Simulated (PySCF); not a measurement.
Species: C₄H₇BF₂O₂.
Numbering: `[F:1][CH:2]([F:3])[C@H:4]1[CH2:5][CH2:6][O:7][BH:8][O:9]1` (hydrogens: H10 on C2; H11 on C4; H12, H13 on C5; H14, H15 on C6; H16 on B8)

The calculation used PBE0-D3(BJ)/def2-SVP geometry optimisation, gas phase (PySCF 2.14.0).

Problem. Give the optimised bond lengths and angles.

Solution. 
```csv
bond,length (Å),order
F1–C2,1.353,single
C2–F3,1.344,single
C2–C4,1.517,single
C4–C5,1.518,single
C5–C6,1.517,single
C6–O7,1.413,single
O7–B8,1.355,single
B8–O9,1.364,single
C4–O9,1.409,single
C2–H10,1.105,single
C4–H11,1.106,single
C5–H12,1.104,single
C5–H13,1.099,single
C6–H14,1.104,single
C6–H15,1.101,single
B8–H16,1.204,single
```

Orders are formal, as drawn. A selection of angles:
```csv
angle,degrees
F1–C2–F3,108.1
F1–C2–C4,109.1
F3–C2–C4,110.2
C2–C4–C5,112.7
C2–C4–O9,107.1
C5–C4–O9,111.3
C4–C5–C6,109.5
C5–C6–O7,111.6
C6–O7–B8,120.3
O7–B8–O9,122.8
C4–O9–B8,120.6
```

Dihedral angles: F1–C2–C4–C5 55° (synclinal); C2–C4–C5–C6 172° (antiperiplanar); C4–C5–C6–O7 -52° (synclinal); C5–C6–O7–B8 26° (synperiplanar); C6–O7–B8–O9 1° (synperiplanar); O7–B8–O9–C4 -1° (synperiplanar); C2–C4–O9–B8 -150°.

Of the pairs four or more bonds apart, F1···H13 is among the closest relative to their van der Waals radii: 2.59 Å, 97 % of the sum of Bondi's values. O9 (boron-bound oxygen) is bent (angle 120.6°). All 3 C–C bonds measure 1.517 to 1.518 Å. The 6-membered ring C4–C5–C6–O7–B8–O9 has internal angles of 109.5° to 122.8°; it is puckered, 0.19 Å rms from its mean plane, widest ring torsion 52°. B8 (three-coordinate boron) is planar (angles 122.8°, 118.9° and 118.3°, sum 360.0°, 0.00 Å off the plane of its three neighbours).

Point group: C1 (no symmetry element, even within 0.4 Å). No frequency check. The numbers are those of one conformer.

On one thread of an Arm Neoverse V1, no GPU (shared host), this took 1.8 min and 0.66 GiB of memory at its peak. That covers the optimisation of the geometry.
